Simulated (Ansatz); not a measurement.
The same bond dissociation along the group O, S, Se.

Computed with Ansatz on PBE0-D4/def2-TZVP structures; ΔE is electronic, products minus reactants. CBS: MP2 limit from def2 TZ/QZ plus the TZ coupled-cluster correction, frozen cores. This one scheme is used for every species. DFT in def2-TZVPP. Open shells (•) are unrestricted, without spin–orbit coupling. For Ge, Se outer-core shells are correlated without core-valence functions, which leaves a few kJ/mol of doubt a bond. Scalar relativity is left out up to krypton.

```
                            reaction  CCSD(T)/CBS(def2) (eV)
  `[OH][GeH3]` → `[GeH3]`• + `[OH]`•                    4.64
  `[SH][GeH3]` → `[GeH3]`• + `[SH]`•                    3.61
`[GeH3][SeH]` → `[GeH3]`• + `[SeH]`•                       ?
```

**Question.** Fill in the missing values. (An estimate is asked.)

**Answer.** Computed: `[GeH3][SeH]` → `[GeH3]`• + `[SeH]`•: +3.34 eV.

Largest T1 diagnostic: 0.012, for `[GeH3]`•.
